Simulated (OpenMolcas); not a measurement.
Re4+: ligand-field states by method

Re4+ with its 6 nearest fluoride ions at 1.892 Å, on the Ge site of Cs2GeF6 (a = 9.021 Å, distance in the model lattice 1.804 Å). The rest of the host is ab initio model potentials to 7.6 Å and point charges beyond; the distance is set by hand and nothing relaxes. Ligand basis ANO-RCC-VDZP.

```yaml
Program: OpenMolcas 26.06
Basis: ANO-RCC-VDZP [7s6p4d2f1g]
Scalar_Hamiltonian: DKH2, point nucleus
Active_space: 3 electrons in 5 orbitals (5d)
State_averaging: 2S+1 = 4 even, 10 roots; 2S+1 = 2 even, 40 roots
Spin-orbit_coupling: RASSI with atomic mean-field integrals over the reference wave functions
```

I. CASSCF
II. SS-CASPT2, IPEA 0.25 Eh, imaginary shift 0.1 Eh (closed shells correlated: 5s 5p and the ligand valence shells)

Spin-free states (labels of O, the rotations of Oh) in cm-1, each column counted from its own energy of the first state listed:

```tsv
State	Degeneracy	I	II
4A2	1	0	0
2E	2	13837	11440
2T1	3	14430	11410
2T2	3	22462	18650
4T2	3	41697	41480
4T1	3	49680	47820
2A1	1	52498	49440
2S+1 = 2	3	54475	51500
2S+1 = 2	3	54993	51940
2E	2	56631	52820
2T1	3	60153	55700
2T2	3	64038	59090
2A2	1	66545	59720
2E	2	76408	69140
4T1	3	85479	84670
```

From I to II, I's first state of the same spin (4T2) moves from 41697 to 41480 cm-1, by about -210 cm-1.

From I to II, I's first state of another spin (2E) moves from 13837 to 11440 cm-1, by about -2400 cm-1. In II another state of that kind comes below it.

χT at 300 K: I 1.50, II 1.45 cm3 K/mol.

The states above are spin-free; spin-orbit coupling is strong here and shifts and splits them by thousands of cm-1.

Roots that are degenerate in the reference are averaged as groups; the widest CASPT2 spread within a group is 820 cm-1 (the 3-fold group of multiplicity 2 near 108000 cm-1 above the lowest state of its run, II). Shifts and gaps below about the spread of the groups concerned are not significant. Over all roots computed the reference weight is 0.71 to 0.73 in II; a low but even weight reflects the number of correlated electrons. The least metal-like active orbital is 74 % on the metal (Löwdin) and no ligand orbital is active, so the numbers are rough. Ligand-to-metal charge-transfer states are missing. With no ligand orbital active B as a rule stays too high, so bands that hang on it stand too high and its fall with covalency is understated. Without dynamic correlation the repulsion within the d shell is too large (B by tens of per cent), so at a given field states of lower spin stand too high (holds for I). With metal d orbitals alone the field can be off either way by tens of per cent (holds for I). With one d shell and no ligand orbital active, 10Dq can be off by a tenth or more (holds for II). No measured value stands beside these numbers; the geometry was set by hand and not optimised.
